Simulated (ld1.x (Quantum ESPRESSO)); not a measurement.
tungsten (W), TM: configuration errors across variants

```json
{
 "Element": "tungsten (W)",
 "Generator": "ld1.x (Quantum ESPRESSO) 7.5",
 "Type": "norm-conserving Troullier–Martins (Kleinman–Bylander form)",
 "Functional": "PBE",
 "Relativity": "scalar-relativistic",
 "Frozen core": "[Xe] 4f14",
 "Valence charge": "6",
 "Reference configuration": "5d4 6s2 6p0",
 "Partial waves": "6s (bound): rc 2.65 bohr; 6p (bound, empty): rc 2.90 bohr; 5d (bound): rc 1.55 bohr",
 "Local potential": "all-electron potential smoothed inside 1.40 bohr (lloc = -1)",
 "Core correction": "Bessel-smoothed model core, default radius (core density twice the valence density)"
}
```

All-electron excitation energies from the reference (eV): (1) 5d4 6s1 6p0 8.883; (2) 5d4 6s0 6p0 24.563; (3) 5d3 6s0 6p0 49.945; (4) 5d4 6s0 6p2 9.259; (5) 5d4 6s1.5 6p0 3.633; (6) 5d4 6s1 6p1 4.495; (7) 5d4 6s0 6p1 14.336.

Tests that are not counted but printed errors over 1 eV. “wave 6s (bound): rc 2.65 bohr becomes 6s (bound): rc 3.74 bohr”: 5d4 6s0 6p1 (solver errors, printed error -2.8 eV). “wave 6s (bound): rc 2.65 bohr becomes 6s (bound): rc 4.00 bohr”: 5d4 6s0 6p1 (solver errors, printed error -2.8 eV).

A true bound ghost makes a file unfit for plane-wave use even where its test errors are small: the radial tests pick states by their node count and pass the ghost by. Where a test does run into it, the solver fails or the error is huge.

Errors AE − PS in meV (a dash: test not solved or not reliable):

```csv
change,(1),(2),(3),(4),(5),(6),(7),bound ghosts
base,-11,-52,-123,-14,-3.0,-3.8,-16,"s, p"
wave 6s (bound): rc 2.65 bohr becomes 6s (bound): rc 1.74 bohr,-12,-67,-226,-58,-3.1,-13,-49,"s, p"
wave 6s (bound): rc 2.65 bohr becomes 6s (bound): rc 1.90 bohr,-6.4,-33,-169,-15,-1.9,-3.4,-9.3,"s, p"
wave 6s (bound): rc 2.65 bohr becomes 6s (bound): rc 2.18 bohr,-8.6,-42,-139,-11,-2.4,-2.8,-10,"s, p"
wave 6s (bound): rc 2.65 bohr becomes 6s (bound): rc 2.54 bohr,-11,-52,-123,-14,-3.0,-3.8,-16,"s, p"
wave 6s (bound): rc 2.65 bohr becomes 6s (bound): rc 3.02 bohr,-10.0,-51,-148,-17,-2.7,-4.2,-17,"s, p"
wave 6s (bound): rc 2.65 bohr becomes 6s (bound): rc 3.22 bohr,-9.3,-55,-191,-24,-2.5,-5.4,-22,"s, p"
wave 6s (bound): rc 2.65 bohr becomes 6s (bound): rc 3.48 bohr,-9.4,-67,-265,-40,-2.3,-8.2,-35,"s, p"
wave 6s (bound): rc 2.65 bohr becomes 6s (bound): rc 3.74 bohr,-11,-94,-375,-65,-2.4,-13,–,"s, p"
wave 6s (bound): rc 2.65 bohr becomes 6s (bound): rc 4.00 bohr,-14,-139,-524,-101,-2.7,-20,–,"s, p"
```

(1) Give the same row for: wave 6s (bound): rc 2.65 bohr becomes 6s (bound): rc 2.80 bohr.

Results:

(1) -11, -52, -128, -15, -2.9, -3.8, -16; bound ghosts: s, p.
